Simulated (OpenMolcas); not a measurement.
Ru+: from CASSCF to CASPT2

* Program: OpenMolcas
* Basis: ANO-R3 [8s6p5d3f2g1h]
* Scalar Hamiltonian: X2C, finite nucleus
* Active space: 7 electrons in 6 orbitals (4d 5s)
* State averaging: 2S+1 = 4 even, 50 roots; 2S+1 = 6 even, 6 roots kept (CI in the orbitals of an earlier block); 2S+1 = 2 even, 105 roots kept (CI in the orbitals of an earlier block)
* Spin-orbit coupling: state interaction with AMFI integrals over the reference wave functions, term energies averaged over their components

Methods on the same reference wave functions:
A. CASSCF
B. SS-CASPT2, IPEA 0.25 Eh, imaginary shift 0.1 Eh (closed shells correlated: 4s 4p)
C. MS-CASPT2, IPEA 0.25 Eh, imaginary shift 0.1 Eh (closed shells correlated: 4s 4p)

Energies in cm-1 above 4d7 4F 9/2, the measured ground level; measured values from NIST Handbook of Basic Atomic Spectroscopic Data.

| Level | A | B | C | Measured |
| --- | --- | --- | --- | --- |
| 4d6 5s 6D 9/2 [57 %] | -486 | 7160 | 7260 | 9151 |
| 4d7 4F 9/2 [57 %] | 0.0 | 0.0 | 0.0 | 0.0 |
| 4d6 5s 6D 7/2 | 644 | 8120 | 8220 | 10150 |
| 4d6 5s 6D 5/2 [73 %] | 1337 | 9100 | 8910 | 10852 |
| 4d7 4F 7/2 | 1435 | 1642 | 1657 | 1523 |
| 4d6 5s 6D 3/2 [69 %] | 1798 | 9630 | 9380 | 11304 |
| 4d6 5s 6D 1/2 [58 %] | 2069 | 8890 | 9680 | 11604 |
| 4d7 4F 5/2 | 2480 | 2690 | 2720 | 2494 |
| 4d7 4F 3/2 | 3163 | 3340 | 3380 | 3104 |
| 4d7 4P 5/2 [73 %] | 10552 | 7940 | 7230 | 8257 |
| 4d7 4P 3/2 [62 %] | 11185 | 8280 | 7520 | 8478 |
| 4d7 4P 1/2 [54 %] | 12170 | 10400 | 8390 |  |
| 4d7 2G 9/2 | 13301 | 10730 | 10840 |  |
| 4d6 5s 4D 7/2(1) | 13763 | 16650 | 16760 |  |
| 4d7 2G 7/2 | 14760 | 12190 | 12300 |  |
| 4d6 5s 4D 5/2(1) | 14914 | 17860 | 17960 |  |
| 4d6 5s 4D 3/2(1) | 15337 | 18660 | 18750 |  |
| 4d6 5s 4D 1/2(1) | 15882 | 19120 | 19210 |  |
| 4d7 2H 11/2 | 18155 | 14970 | 15070 |  |
| 4d7 2D 5/2 | 18173 | 14510 | 14630 |  |
| 4d7 2P 1/2 | 18875 | 14830 | 14890 |  |
| 4d7 2H 9/2 | 19591 | 16460 | 16570 |  |
| 4d6 5s 4H 13/2 | 19608 | 24660 | 24770 |  |
| 4d6 5s 4H 11/2 | 19853 | 24820 | 24920 |  |

A puts 4d6 5s 6D 9/2 [57 %] lowest.

Deviations, from unrounded energies. A percentage is the sum of absolute deviations over the sum of measured energies, with the sign that they share, or ± where signs differ.

```csv
Against measurement,Levels,A,B,C
mean absolute deviation (cm-1),10,5300,1100,1200
fine structure of the ground term (%),3,±2.3,+7.7,+8.9
other terms of the ground configuration (%),2,+29.9,-3.1,-11.9
other configurations (%),5,-89.9,-19.1,-18.1
```

B lies closest to measurement on these levels and A furthest from it. The largest miss of B in the table is 4d6 5s 6D 1/2 [58 %], by -2700 cm-1. The ranking rests on the paired levels alone, and a cruder setting can come out closer through cancelling errors.

Between B and C the level of the table that moves most is 4d7 4P 1/2 [54 %], by 2000 cm-1 (lowest in C, highest in B). Moves below CASPT2's spread within the term are not significant.

The mean deviations of B to C differ by less than CASPT2's widest spread within a term (1300 cm-1), so their order carries little weight.

From A to B the spin-free energies of the other terms of 4d7 shown, above 4F, scale by factors of 0.74 to 0.80, as is usual when dynamic correlation screens the repulsion within a d or f shell.

The lowest spin-free term lies below A's lowest term by 0.553 hartree in B, 0.554 hartree in C.

CASPT2 does not keep the components of a term degenerate, so their means are used; among the terms shown or strongly mixed into the levels shown the widest spread is 1300 cm-1 (4d7 4F, C). Over all roots computed the reference weight is 0.85 to 0.91 in B, 0.85 to 0.91 in C; the roots of lowest weight are the least certain, and an intruder state may touch them. Some levels mix across a computed gap that differs much from the measured one, so their mixing is not that of the real levels. Terms from blocks run as CI alone lack orbitals of their own. Configurations are named by rounded mean occupations; where the s occupation lies near a half they are strongly mixed, a name can repeat and a true partner stay unpaired. A single d shell beside an s shell can misplace configurations of different d count against each other. Without dynamic correlation excited terms often stand tens of per cent too high (terms of higher spin than the ground term too low), and those without a measured partner can miss by more than the paired ones (holds for A). The lowest computed level is not the ground level that NIST lists (4F9/2) (holds for A). Blocks of more than 70 roots (2S+1 = 2 even) ran without multistate coupling (holds for C). Computed and measured levels are paired by configuration, term and J; levels that our copy of the source lacks, or whose pairing is in doubt (as where it misses far off the trend of its configuration), stay unpaired and out of the deviations. Only configurations of the active space appear. The table leaves out levels that lie high or whose names do not pair safely across all columns.

A share in square brackets marks a mixed level and gives the weight of the term that names it, the lowest over the columns. A number in round brackets counts repeated terms of one configuration in the order of the reference energies.
